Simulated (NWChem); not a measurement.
Molecule: C₃H₄FNSi; SMILES F[Si@@H]1N=CC=C1

```xyz
10

F      0.0599    -2.0268    -0.5819
Si     0.0167    -0.7435     0.4058
C      1.3370     0.5377     0.0488
C      0.6342     1.6493    -0.2353
C     -0.8576     1.4553    -0.2164
N     -1.3585     0.3110     0.0480
H     -0.0247    -1.2584     1.7971
H      2.4278     0.5134     0.0801
H      1.0652     2.6294    -0.4679
H     -1.5068     2.3218    -0.4365
```
Atoms are numbered in this order, from 1.

Computed with NWChem. Pople sets run with spherical d functions. Coordinates come from a PBE0/def2-SVP optimisation. Level: M06-2X/6-31G* with SMD (1 M gas to 1 M solution), gas-phase geometry. Reactions with the solvent are ignored.

Problem. Order these by “cavity-dispersion-structure term (kcal/mol)”, lowest first: tetrahydrofuran; dimethyl sulfoxide; water; cyclohexane.

Solution. cyclohexane (-0.3), tetrahydrofuran (0.5), dimethyl sulfoxide (2.1), water (3.1)
